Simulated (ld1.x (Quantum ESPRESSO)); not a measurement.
## Reading a pseudo-wave (vanadium (V))

Columns: radius, all-electron u(r) and pseudo u(r) of the 3p shell (level -60.57 eV) of vanadium in the configuration [Ne] 3s2 3p6 3d3 4s0 4p0; LDA (PZ), scalar-relativistic, TM semilocal scheme, ld1.x (Quantum ESPRESSO) 7.5.

```tsv
r (bohr)	all-electron	pseudo
0.086	0.3802	-0.0297
0.172	0.5512	-0.1145
0.258	0.3633	-0.2418
0.344	0.0174	-0.3951
0.430	-0.3397	-0.5590
0.516	-0.6368	-0.7217
0.602	-0.8513	-0.8706
0.688	-0.9854	-0.9867
0.774	-1.0515	-1.0515
0.860	-1.0656	-1.0656
0.946	-1.0422	-1.0422
1.032	-0.9938	-0.9938
1.118	-0.9300	-0.9300
1.204	-0.8578	-0.8578
1.290	-0.7824	-0.7824
1.376	-0.7072	-0.7072
1.462	-0.6345	-0.6345
1.548	-0.5659	-0.5659
1.634	-0.5022	-0.5022
1.720	-0.4437	-0.4437
1.806	-0.3905	-0.3905
1.892	-0.3426	-0.3426
1.978	-0.2998	-0.2998
2.064	-0.2616	-0.2616
2.150	-0.2277	-0.2277
2.236	-0.1979	-0.1979
```

(1) How many radial nodes do the two functions have?

(2) At about which radius was the pseudo-wave matched?

(3) Is the pseudo-wave norm-conserving?

## Answers

(1) The all-electron 3p function has n − l − 1 = 1; the pseudo-wave has 0, since the states of the same l below it are removed with the core.

(2) 0.80 bohr, where the columns begin to agree (steps of 0.09 bohr).

(3) Yes: the TM semilocal scheme keeps the norm inside the radius equal to the all-electron one, which fixes the energy derivative of the logarithmic derivative at the level.
